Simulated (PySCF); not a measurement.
H3O4Si, charge -1, multiplicity 1. Atoms are numbered in the order given.

```xyz
8

O      0.0000     0.0000     1.6904
Si     0.0000     0.0000     0.1114
O      0.3748    -1.4937    -0.6307
O     -1.4810     0.4223    -0.6307
O      1.1062     1.0714    -0.6307
H      0.2070    -2.1854     0.0180
H     -1.9961     0.9134     0.0180
H      1.7891     1.2720     0.0180
```
Charge -1, spin multiplicity 1.

Geometry optimised at r2SCAN-D4/def2-SVPD. The spin state was assumed, not searched. The isomer is the one that the SMILES or the coordinates give; other isomers of the formula were not compared. One conformer was computed; it need not be the lowest.

The numbers are results of r2SCAN-D4/def2-SVPD run with PySCF 2.14.0, not measurements.

Frequencies are harmonic and unscaled.

Modes within 1.5 cm⁻¹ of each other (mostly degenerate sets) share a row, with their intensities summed.

Computed harmonic wavenumbers and intensities:
| mode | ν (cm⁻¹) | IR (km/mol) | moving atoms (share of kinetic energy) |
|---|---|---|---|
| 1–2 | 93 | 78.8 | H 60 %, O 40 % |
| 3 | 162 | 31.1 | H 85 %, O 12 % |
| 4–5 | 302 | 78.6 | O 54 %, H 44 % |
| 6 | 346 | 5.9 | O 63 %, Si 19 %, H 18 % |
| 7–8 | 373 | 168.4 | O 73 %, Si 20 % |
| 9 | 696 | 9.6 | O 87 % |
| 10–11 | 789 | 670.4 | O 57 %, Si 35 % |
| 12–13 | 890 | 95.4 | H 78 %, Si 13 %, O 9 % |
| 14 | 915 | 52.4 | H 74 %, O 26 % |
| 15 | 1109 | 375.6 | O 50 %, Si 44 % |
| 16–18 | 3881 | 83.3 | H 94 % |
